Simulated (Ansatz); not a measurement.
CH$_{8}$AlNOSi, relaxed with RKS PBE-D4/def2-SVP in Ansatz from a rough embedded geometry. The force threshold is 0.03 eV/Å; the program also tests the step.

The species carries charge 0 and has multiplicity 1. The bonds changed during the relaxation, so this is another structure than the one it started from.

Start:

```xyz
13

N    -1.321    0.880    0.124
C    -0.283   -0.023    0.379
O    -0.537   -0.621    1.616
Al    1.595    0.885    0.347
Si   -0.298   -1.323   -1.003
H    -1.347    1.662    0.900
H    -1.126    1.450   -0.763
H     0.277   -1.275    1.767
H     1.879    1.873    1.638
H     2.077    1.420   -1.017
H    -0.077   -0.668   -2.263
H    -1.572   -2.003   -0.982
H     0.735   -2.259   -0.743
```

How much energy does the relaxation release, and in how many steps? (Estimate.)

Computed: 1.66 eV, in 14 steps, 2 of them rejected.

Which bonds change most? (Best estimate.)

Ansatz gave: N1–Al4 from 2.924 to 2.017 Å; N1–C2 from 1.400 to 1.550 Å; Si5–H13 from 1.418 to 1.501 Å; O3–H8 from 1.054 to 0.975 Å.

Give the relaxed structure. (An estimate is asked.)

The calculation gave: 
```xyz
13

N    -0.690    1.159    0.159
C    -0.049   -0.237    0.362
O    -0.530   -0.819    1.562
Al    1.322    1.225    0.277
Si   -0.313   -1.420   -1.092
H    -1.214    1.394    1.015
H    -1.326    1.260   -0.645
H     0.176   -0.739    2.230
H     1.702    1.826    1.716
H     2.041    1.571   -1.105
H     0.059   -0.725   -2.377
H    -1.749   -1.877   -1.206
H     0.571   -2.618   -0.895
```
